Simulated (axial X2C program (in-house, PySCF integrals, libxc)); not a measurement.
## KPb along the bond: PBE0, spin-free

Calculated with an in-house relativistic program for diatomic molecules. Spin-free means the one-electron spin-free X2C Hamiltonian. Basis: Pb dyall-cv3z [12s14p10d7f1g], K dyall-cv3z [11s12p6d3f] (cores contracted in-house); Gaussian nuclei, density fitting, unrestricted open shells. Masses: Pb 207.977 u, K 38.964 u.

State: M_S = 3/2, Λ = 0 (beyond evenly filled blocks: σα, π+α, π-α). Dipoles are positive if K is the positive end.

Results along the bond:

```json
{"R (Å)": "3.190", "μ (D)": "8.735", "HOMO (eV)": "-3.70", "LUMO (eV)": "-1.59", "⟨S²⟩": "3.753"}
{"R (Å)": "3.295", "μ (D)": "9.014", "HOMO (eV)": "-3.64", "LUMO (eV)": "-1.62", "⟨S²⟩": "3.753"}
{"R (Å)": "3.400", "μ (D)": "9.281", "HOMO (eV)": "-3.59", "LUMO (eV)": "-1.65", "⟨S²⟩": "3.753"}
{"R (Å)": "3.505", "μ (D)": "9.535", "HOMO (eV)": "-3.55", "LUMO (eV)": "-1.68", "⟨S²⟩": "3.753"}
{"R (Å)": "3.628", "μ (D)": "9.813", "HOMO (eV)": "-3.50", "LUMO (eV)": "-1.71", "⟨S²⟩": "3.753"}
{"R (Å)": "3.750", "μ (D)": "10.066", "HOMO (eV)": "-3.46", "LUMO (eV)": "-1.76", "⟨S²⟩": "3.752"}
```

Occupations by symmetry block were frozen at the best pattern of an incomplete PBE0 search. PBE0 can misorder states that lie within some tenths of an eV, so this need not be the ground state of the molecule. The nearest other spin-free determinant of the search, M_S = 1/2, Λ = 0, lies 0.44 eV up at the distance of the search. With spin–orbit coupling the lowest determinant has another configuration, so this spin-free state is a model.
